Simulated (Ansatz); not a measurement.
`Cl[SiH](Cl)C[CH2][GeH3]` + `CO[SiH](O)F` → `CO[SiH](F)[O][GeH3]` + `CC[SiH](Cl)Cl`  (ligand exchange at a Ge–C bond)

Computed with Ansatz on PBE0-D4/def2-TZVP structures; ΔE is electronic, products minus reactants. CCSD(T)/CBS is the MP2 limit (def2-TZVPP, def2-QZVPP) plus CCSD(T) − MP2 in def2-TZVPP, frozen cores. DFT in def2-TZVPP. For Ge outer-core shells are correlated without core-valence functions, which leaves a few kJ/mol of doubt a bond. Scalar relativity is left out up to krypton. One conformer a species, not always the lowest.

```json
{"level": "PBE-D4", "ΔE (kJ/mol)": "-53.8"}
{"level": "MP2/def2-SVP", "ΔE (kJ/mol)": "-71.5"}
```

Question: What does CCSD(T)/CBS give? (Best estimate.)

Answer: Ansatz gave: -58.7 kJ/mol. The listed levels differ from it by 4.9, -12.8 kJ/mol.

Largest T1 diagnostic among the species: 0.012.

From BLYP to BHLYP (50 % exact exchange), in def2-TZVPP and without D4, ΔE moves by −6.1 kJ/mol. At CCSD(T), def2-SVP lies −14.1 kJ/mol from the extrapolated value and def2-TZVPP −3.5 kJ/mol.
